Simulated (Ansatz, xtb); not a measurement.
# Relaxing a trial structure of FGeNO2

The starting geometry of this gas-phase singlet was built from a drawn formula by distance geometry and a force field; its bonds are those of `O=[N+]([O-])[Ge][F]`.

```yaml
atoms:
  - { symbol: F, position_ang: [0.6649, 1.9664, -4.0831] }
  - { symbol: Ge, position_ang: [-0.3993, 1.1006, -2.9200] }
  - { symbol: N, position_ang: [0.3105, 1.1400, -1.2153] }
  - { symbol: O, position_ang: [0.1443, 2.1211, -0.5196] }
  - { symbol: O, position_ang: [1.2406, 0.1754, -0.8477] }
```

Problem. Predict what becomes of its bonds when it is optimised with r2SCAN-D4/def2-SVP.

Solution. A new bond forms, giving a structure given below by its coordinates. Distances that change by over a tenth: Ge2–N3 (1.85 → 2.11 Å). Contacts that close: Ge2–O5 (2.80 → 2.07 Å).

The energy falls by 1.58 eV over 14 steps:

| step | E − E(last) (eV) |
| --- | --- |
| 1 | 1.580 |
| 2 | 0.791 |
| 4 | 0.419 |
| 5 | 0.387 |
| 7 | 0.273 |
| 8 | 0.190 |
| 10 | 0.018 |
| 11 | 0.002 |
| 13 | 0.000 |
| 14 | 0.000 |

Final geometry (Å):

```
atom    x (Å)   y (Å)    z (Å)
   F   0.7779  1.8080  -3.8713
  Ge  -0.3146  0.7226  -3.0396
   N   0.2060  1.4645  -1.1317
   O   0.3453  2.0699  -0.1186
   O   0.9463  0.4384  -1.4243
```

From the same start GFN2-xTB reaches the same bonding as this run.

No frequencies were run, so the end isn't proven a minimum. Run with Ansatz 0.2.0, 16 s on 2 threads of Intel(R) Xeon(R) 6975P-C (Granite Rapids) (shared host).
